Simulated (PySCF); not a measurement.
**Spinor energies of Ru³⁷⁺ (ruthenium, charge +37)**

Start: [He] 2s2 2p3; 2p1/2 filled at m_j = -1/2, +1/2; 2p3/2 filled at m_j = +3/2. Calculated with PySCF 2.14 in an even-tempered Gaussian basis (17 s from 17 bohr⁻², ratio 2.4; 12 p from 21 bohr⁻², ratio 2.4; 5 d from 75 bohr⁻², ratio 2.6; 4 f from 110 bohr⁻², ratio 2.6): generalised Hartree-Fock with the X2C-1e Hamiltonian and a Gaussian nucleus; one run each with spin-orbit coupling (SO) switched off, then screened by Boettger's factors.

```json
{"spinor shell": "1s1/2", "electrons": "2", "ε, spin-free (eV)": "-24981.2", "ε, screened SO (eV)": "-24973.3", "weight of nominal j (screened SO)": "1.000", "rms radius, screened SO (bohr)": "0.0382"}
{"spinor shell": "2s1/2", "electrons": "2", "ε, spin-free (eV)": "-5621.3", "ε, screened SO (eV)": "-5619.0", "weight of nominal j (screened SO)": "1.000", "rms radius, screened SO (bohr)": "0.151"}
{"spinor shell": "2p1/2", "electrons": "2", "ε, spin-free (eV)": "-5396.8", "ε, screened SO (eV)": "-5465.6", "weight of nominal j (screened SO)": "0.993", "rms radius, screened SO (bohr)": "0.129"}
{"spinor shell": "2p3/2", "electrons": "1", "ε, spin-free (eV)": "-5396.8", "ε, screened SO (eV)": "-5331.0", "weight of nominal j (screened SO)": "1.000", "rms radius, screened SO (bohr)": "0.133"}
```

```tsv
quantity	spin-free	screened SO
E (hartree)	-3032.42076	-3036.58552
M_J	3/2	3/2
⟨J²⟩	3.750	3.750
⟨L²⟩	0.000	2.176
⟨S²⟩	3.750	1.690
```

Each row is a mean over spinors that exchange with the open shell spreads, by up to 46.371 eV (2s1/2).

Breit and QED terms are absent; they matter most for the inner s and p1/2 levels.

Densities and radii are taken from the X2C orbitals without a picture-change correction, which distorts them close to the nucleus.

Without spin-orbit coupling the j labels of p, d and f shells carry no meaning; the spin-free column gives the mean over the occupied spinors of each nl shell.
